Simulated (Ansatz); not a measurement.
`CBC(C)F` at its PBE0-D4/def2-TZVP geometry, where that method's forces vanish. Charge 0, multiplicity 1.

```tsv
atom	x (Å)	y (Å)	z (Å)
C1	-1.617	-0.609	-1.018
B2	-0.455	0.355	-0.679
C3	0.886	-0.112	-0.019
C4	1.173	0.549	1.318
F5	0.952	-1.501	0.154
H6	-2.230	-0.291	-1.864
H7	-2.283	-0.571	-0.139
H8	-1.315	-1.651	-1.128
H9	-0.551	1.537	-0.873
H10	1.702	0.147	-0.716
H11	0.389	0.321	2.044
H12	1.226	1.633	1.200
H13	2.124	0.194	1.720
```

(1) For each bond, give half the difference of the two atoms' forces along it (eV/Å; positive pushes the atoms apart) under PBE-D4, r2SCAN-D4, B3LYP-D4, ωB97M-V in def2-TZVPP. (Estimate.)

Results:

(1) Ansatz gave: 
```
  bond  length (Å)  PBE-D4  r2SCAN-D4  B3LYP-D4  ωB97M-V
 C1–B2       1.548   -0.06       0.00      0.07     0.10
 C1–H6       1.092    0.12      -0.01     -0.03    -0.06
 C1–H7       1.103    0.16       0.01     -0.03    -0.05
 C1–H8       1.091    0.13      -0.02     -0.04    -0.07
 B2–C3       1.566   -0.18      -0.12     -0.07    -0.01
 B2–H9       1.202    0.06      -0.03     -0.14    -0.15
 C3–C4       1.519    0.03       0.09      0.14     0.12
 C3–F5       1.402    0.55       0.39      0.42     0.25
C3–H10       1.103    0.13      -0.05     -0.16    -0.17
C4–H11       1.093    0.10      -0.03     -0.06    -0.07
C4–H12       1.092    0.08      -0.04     -0.07    -0.07
C4–H13       1.092    0.10      -0.04     -0.07    -0.09
```

B3LYP here is the variant with VWN-RPA as its local correlation; programs differ in this.
